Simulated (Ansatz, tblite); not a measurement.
Isomers of Cd2Cl2⁺ (doublet), found by a short tight-binding search and relaxed with PBE-D4/def2-SVP in Ansatz.

In the def2 sets Cd takes a core potential; there is no spin–orbit coupling. The xTB rows come from tblite. B3LYP takes the VWN-RPA correlation. Correlated methods freeze 10 core orbitals; core or outer-core shells of Cd are correlated, in sets that lack core-valence functions. In CCSD on the charge 1 doublet the largest single amplitude is 0.42, so its Hartree–Fock determinant may place the open shell otherwise than the density functionals do.

Other spin states were run for one of them alone.

A:

```csv
atom,x (Å),y (Å),z (Å)
Cd1,-0.397,-1.334,-1.089
Cd2,0.398,1.334,1.089
Cl3,-0.172,1.172,-1.374
Cl4,0.172,-1.172,1.373
```

B:

Cartesian coordinates in Å:
```
Cd 0.217 0.576 -0.952
Cd -0.621 -1.679 2.728
Cl -0.384 0.553 1.367
Cl 0.787 0.551 -3.143
```

Estimate which lies lowest at each level, and how far above it the others are (eV).


| level | A | B |
| --- | --- | --- |
| GFN1-xTB | 0.43 | 0.00 |
| GFN2-xTB | 0.00 | 0.37 |
| HF/def2-SVP | 0.84 | 0.00 |
| LDA (SPW92)/def2-TZVP | 0.16 | 0.00 |
| PBE-D4/def2-TZVP | 0.27 | 0.00 |
| r2SCAN-D4/def2-TZVP | 0.31 | 0.00 |
| B3LYP-D4/def2-TZVP | 0.40 | 0.00 |
| PBE0-D4/def2-TZVP | 0.42 | 0.00 |
| MP2/def2-SVP | 0.71 | 0.00 |
| CCSD/def2-SVP | 0.60 | 0.00 |
| CCSD(T)/def2-SVP | 0.51 | 0.00 |
Point groups (tolerance 0.1 Å): A D2h, B Cs. Lower isomers may exist.
